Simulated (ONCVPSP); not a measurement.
F (Z = 9): excitation energies, all-electron against ONCV

- Element: F (Z = 9)
- Generator: ONCVPSP 4.0.1
- Type: optimised norm-conserving Vanderbilt (ONCV)
- Functional: PBEsol
- Relativity: scalar-relativistic
- Frozen core: [He]
- Valence charge: 7
- Reference configuration: 2s2 2p5
- Partial waves: 2s: rc 0.75 bohr, ncon 4, nbas 7, qcut 7.9 1/bohr, local; 2p: rc 1.10 bohr, ncon 3, nbas 6, qcut 10 1/bohr, 2 projectors, debl 3.9 Ha; d scattering state at 0.06 Ha: rc 1.20 bohr, ncon 4, nbas 7, qcut 8.3 1/bohr, 2 projectors, debl 1.1 Ha
- Local potential: the s channel
- Core correction: polynomial model core, fcfact 0.6

Energies are relative to the spin-unpolarised reference configuration 2s2 2p5; without spin polarisation the order of configurations can differ from experiment.

```json
{"valence configuration": "2s2 2p4", "charge": "+1", "ΔE all-electron (eV)": "19.317", "error AE − PS (meV)": "+14"}
{"valence configuration": "2s2 2p2", "charge": "+3", "ΔE all-electron (eV)": "118.084", "error AE − PS (meV)": "+514"}
```

Task: What are ΔE and the potential's error for 2s2 2p1?

Result: ΔE = 203.676 eV all-electron; the error (AE − PS) is +1467 meV.

Task: What are ΔE and the potential's error for 2s2 2p3?

Result: ΔE = 57.595 eV all-electron; the error (AE − PS) is +128 meV.

Levels in the configuration 2s2 2p3:

| level | all-electron (eV) | pseudo (eV) |
| --- | --- | --- |
| 2s | -67.754 | -67.721 |
| 2p | -48.877 | -48.663 |
